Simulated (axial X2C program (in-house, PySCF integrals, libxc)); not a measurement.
## SrTe⁺: cheaper levels and CCSD(T), with spin–orbit coupling

Computed with an axial X2C code built on PySCF integrals. Two-component (2c) means X2C with spin–orbit coupling and atomic mean-field two-electron Coulomb and Gaunt terms. Basis: Te dyall-cv3z [11s12p8d4f1g], Sr dyall-cv3z [13s12p8d5f1g] (cores contracted in-house); Gaussian nuclei, density fitting, unrestricted open shells. Masses: Te 129.906 u, Sr 87.906 u.

State: Ω = 3/2 (⟨Sz⟩ = 0.50, ⟨Lz⟩ = 1.00 at HF); fragments Te + Sr+.

```
 level  Re (Å)  ωe (cm⁻¹)  De (eV)
  PBE0   2.944      190.6     2.18
    HF   3.019      183.1      n/a
  CCSD   3.023      182.5     1.83
r2SCAN   2.950      191.3      n/a
```

Correlated methods: 7 electrons correlated (number of frozen shells: Te 4 s, 3 p, 2 d; Sr 4 s, 3 p, 1 d), 313 virtual spin orbitals or spinors in MP2, 81 natural virtuals in coupled cluster.

CCSD(T), same Hamiltonian and basis:

Re = 3.027 Å, ωe = 181.5 cm⁻¹, De = 1.90 eV; T1 = 0.010 (Lee–Taylor normalisation).

Q: Give the differences from CCSD(T) in the columns below.

A: 

```json
{"level": "PBE0", "ΔRe (Å)": "-0.083", "Δωe (cm⁻¹)": "9.1", "ΔDe (eV)": "0.28"}
{"level": "HF", "ΔRe (Å)": "-0.008", "Δωe (cm⁻¹)": "1.6", "ΔDe (eV)": "n/a"}
{"level": "CCSD", "ΔRe (Å)": "-0.004", "Δωe (cm⁻¹)": "1.0", "ΔDe (eV)": "-0.07"}
{"level": "r2SCAN", "ΔRe (Å)": "-0.077", "Δωe (cm⁻¹)": "9.8", "ΔDe (eV)": "n/a"}
```

One determinant describes the state; a PBE0 search over occupations chose it and may have missed a lower one. Dissociation energies refer to the lowest single-determinant-based atoms at the same level and basis. De is not given where an atomic determinant may have missed its ground term or J level, or where the truncated virtual space spoils (T). Density functionals use the spin component along the axis (collinear). Coupled cluster ran in a truncated set of natural virtual spinors; the MP2 energy of the rest was added. (T) has no such correction and the atoms are truncated less, which lowers De at CCSD(T) by a hundredth of an eV or more. The functionals have no current-density term, which raises determinants with orbital currents, atoms included. The outer-core s and p shells of the metal are frozen in the correlated rows, which leaves out core–valence correlation; for alkali and alkaline-earth bonds that tends to lengthen them. The stretched end of a curve changes character and is left out. With the outer-core shells frozen, correlated bond lengths of heavy atoms tend to come out a few hundredths of an ångström too long.
